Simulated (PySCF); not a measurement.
Si(H)2(Me)(OMe) (C2H8OSi), SMILES C[SiH2]OC. Atoms are numbered in the order given.

```xyz
12

Si    -0.5268     0.4833     0.0000
C      0.4973     2.0384     0.0000
O      0.5298    -0.8068     0.0000
C      0.1276    -2.1453     0.0000
H     -1.4106     0.4167     1.2103
H     -1.4106     0.4167    -1.2103
H     -0.1507     2.9287     0.0000
H      1.1407     2.0788     0.8918
H      1.1407     2.0788    -0.8918
H     -0.4720    -2.4015     0.8940
H      1.0223    -2.7869     0.0000
H     -0.4720    -2.4015    -0.8940
```
Charge 0, spin multiplicity 1.

The structure is a stationary point at PBE0-D3(BJ)/def2-SVP. One conformer was computed; it need not be the lowest.

Two levels are set side by side: PBE/pcSseg-1 (PySCF) and PBE0/pcSseg-1 (PySCF). GIAO shifts against H2O (¹⁷O), TMS (²⁹Si), TMS (¹H), TMS (¹³C) at the same level; non-relativistic, no solvent, atoms listed together averaged. Differences are taken from unrounded values.

| quantity | PBE |
|---|---|
| δ(²⁹Si) of Si1 (ppm) | -6.5 |
| δ(¹³C) of C2 (ppm) | -2.0 |
| δ(¹⁷O) of O3 (ppm) | 15.5 |
| δ(¹³C) of C4 (ppm) | 58.1 |
| δ(¹H) of H5, H6 (ppm) | 5.30 |

Problem. These are the PBE values. What does PBE0 give? (Estimate from the structure and the level; the computed values follow.)

Solution. 
| quantity | PBE0 | PBE minus PBE0 |
|---|---|---|
| δ(²⁹Si) of Si1 (ppm) | -6.3 | -0.2 |
| δ(¹³C) of C2 (ppm) | -1.7 | -0.2 |
| δ(¹⁷O) of O3 (ppm) | 2.0 | 13.6 |
| δ(¹³C) of C4 (ppm) | 55.9 | 2.1 |
| δ(¹H) of H5, H6 (ppm) | 5.08 | 0.22 |

Rough cost on one machine, each run with all the roots and properties that it gave: PBE0 against PBE within a factor of 2.
